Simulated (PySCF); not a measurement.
## Two-component Hartree-Fock for Pb⁷³⁺ (lead, charge +73)

Start: [He] 2s2 2p5; 2p1/2 filled at m_j = -1/2, +1/2; 2p3/2 filled at m_j = -1/2, +1/2, +3/2. Calculated with PySCF 2.14 in an even-tempered Gaussian basis (16 s from 62 bohr⁻², ratio 2.4; 13 p from 81 bohr⁻², ratio 2.4; 5 d from 280 bohr⁻², ratio 2.6; 4 f from 410 bohr⁻², ratio 2.6): generalised Hartree-Fock with the X2C-1e Hamiltonian and a Gaussian nucleus; one run each with spin-orbit coupling (SO) switched off, then screened by Boettger's factors.

```
spinor shell  electrons  ε, spin-free (eV)  ε, screened SO (eV)  weight of nominal j (screened SO)  rms radius, screened SO (bohr)
       1s1/2          2           -95958.9             -95910.1                              1.000                          0.0181
       2s1/2          2           -22805.1             -22791.4                              1.000                          0.0715
       2p1/2          2           -20640.3             -22287.6                              1.000                          0.0602
       2p3/2          3           -20640.3             -20002.8                              1.000                          0.0680
```

```json
{"quantity": "E (hartree)", "spin-free": "-13157.90984", "screened SO": "-13210.72740"}
{"quantity": "M_J", "spin-free": "3/2", "screened SO": "3/2"}
{"quantity": "⟨J²⟩", "spin-free": "3.750", "screened SO": "3.750"}
{"quantity": "⟨L²⟩", "spin-free": "2.000", "screened SO": "2.041"}
{"quantity": "⟨S²⟩", "spin-free": "0.750", "screened SO": "0.791"}
```

Each row is a mean over spinors that exchange with the open shell spreads, by up to 73.872 eV (2s1/2).

Breit and QED terms are absent; they matter most for the inner s and p1/2 levels.

Densities and radii are taken from the X2C orbitals without a picture-change correction, which distorts them close to the nucleus.

Without spin-orbit coupling the j labels of p, d and f shells carry no meaning; the spin-free column gives the mean over the occupied spinors of each nl shell.
